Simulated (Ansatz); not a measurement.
# One elementary step

Start structure (Al2H4ClO4, doublet), relaxed at PBE0-D4/def2-TZVP:

```csv
atom,x (Å),y (Å),z (Å)
Al1,0.2554,-0.0710,0.8408
O2,1.2314,-0.0600,-0.5399
Al3,-0.0524,-0.2176,-1.7410
O4,-1.2375,-0.0793,-0.1193
O5,-0.5397,-1.7748,-2.2953
Cl6,0.2975,-1.0090,2.7224
H7,1.1968,2.1051,0.7332
O8,0.5630,1.7578,1.3790
H9,-2.0273,-0.6130,-0.0230
H10,-0.5655,-1.9707,-3.2303
H11,0.8782,1.9326,2.2734
```

The step: Al₂H₄ClO₄ ([OH][Al]1[O][Al]([OH2])([Cl])[OH]1) → Al₂H₄ClO₄ ([OH][Al]1[OH][Al]([OH])([Cl])[OH]1); bonds formed: O2–H7; dative contacts that become bonds: Al1–O8; bonds broken: H7–O8. Ansatz 0.2.0; basis: def2-TZVPP and def2-QZVPP; cores frozen in the correlated methods; orbitals are unrestricted. Extrapolation: Hartree–Fock as exp(−7.88 √X), correlation as X^−2.97. Energies below are by CCSD(T) at an estimated basis limit (MP2 extrapolated from triple and quadruple zeta, plus CCSD(T) − MP2 in triple zeta).

Q: What are the electronic barrier and the energy of the step, from the start structure to the end structure? (An estimate is asked for; the value comes from the calculation.)

A: By the calculation: Barrier 0.260 eV; step energy -1.188 eV (downhill); reverse barrier, their difference, 1.447 eV. Barrier and step energy count from the start structure, the reverse barrier from the end structure.

The saddle point: One imaginary mode of 856i cm⁻¹.
```tsv
pair	start (Å)	saddle (Å)	end (Å)
Al1–O8	1.93	1.86	1.69
O2–H7	2.51	1.39	0.96
H7–O8	0.97	1.13	3.06
```

Zero-point energy (harmonic, PBE0-D4): ZPE is 1.637 eV at the start and 1.547 eV at the saddle, so the barrier goes from 0.260 to 0.170 eV.

No T1 diagnostic of these runs exceeds 0.014. ⟨S²⟩ of the unrestricted Hartree–Fock references: 0.75 (a pure state has 0.75).

Labels in which every atom is bracketed show which atoms are joined, not bond orders.

For scale, one of the runs: CCSD(T)/def2-TZVPP, 306 basis functions, launched by `ansatz run in.yaml --threads 4 --pin off --events-out ev --progress --plain --max-ram 66560MiB --backend cuda --devices 0, --max-vram 37GiB`. The run took 30 s on 4 CPU threads of an AMD EPYC 7R13 and a share of one NVIDIA H100 (shared host), with 0.87 GiB of host memory at its peak.
